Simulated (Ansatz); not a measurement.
Frontier orbitals of CH$_{6}$GeO$_{2}$, SMILES `O[CH2][GeH2][OH]`.

Total charge 0; spin multiplicity 1. Correlated methods include outer-core shells of Ge, which these sets cover unevenly. Scalar relativity is left out up to krypton. All single points use the PBE0-D4/def2-TZVP geometry. It is one conformer, not always the lowest. Basis def2-TZVPP, Ansatz.

| functional | HOMO (eV) | LUMO (eV) | gap (eV) |
| --- | --- | --- | --- |
| LDA (SPW92) | -6.57 | -0.95 | 5.62 |
| PBE | -6.45 | -0.71 | 5.74 |
| PBE0 | -7.92 | 0.19 | 8.11 |
| BHLYP | -9.29 | 0.96 | 10.25 |
| ωB97X-V | -10.33 | 2.19 | 12.52 |
| ωB97M-V | -10.21 | 1.85 | 12.06 |

Against PBE, PBE0 changes HOMO and LUMO by −1.48 and +0.90 eV, ωB97M-V by −3.77 and +2.56 eV. A gap of 5.74 eV thus becomes 12.07 eV for the same molecule, so an orbital gap means little without its functional. A positive LUMO is unbound and depends on the basis.
